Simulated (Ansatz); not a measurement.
Basis-set extrapolation for BFH7NSi2 (`FBN([SiH3])[SiH3]`) (PBE0-D4/def2-TZVP geometry, frozen core, the Gaussian-basis code of Ansatz). Multiplicity 1, RHF reference.

```tsv
	def2-TZVPP	def2-QZVPP
HF	-760.761105	-760.788261
MP2 correlation	-0.806775	-0.870599
CCSD(T) correlation	-0.888282	not run
```

Energies in hartree. Use E(X) = E(∞) + A·exp(−7.88·√X) for Hartree–Fock and E(X) = E(∞) + B·X^(−2.97) for correlation, with X = 3 and 4, and add CCSD(T) minus MP2 of the smaller set to the MP2 limit.

What is the CCSD(T) energy at the basis-set limit?

HF limit: -760.788261 + (-0.027156) × 0.13774 = -760.79200. MP2 limit: -0.870599 + (-0.063824) × 0.74074 = -0.91788. Higher-order term: -0.888282 − (-0.806775) = -0.08151. Total: -761.79139 hartree, 372.8 kJ/mol below CCSD(T)/def2-TZVPP.
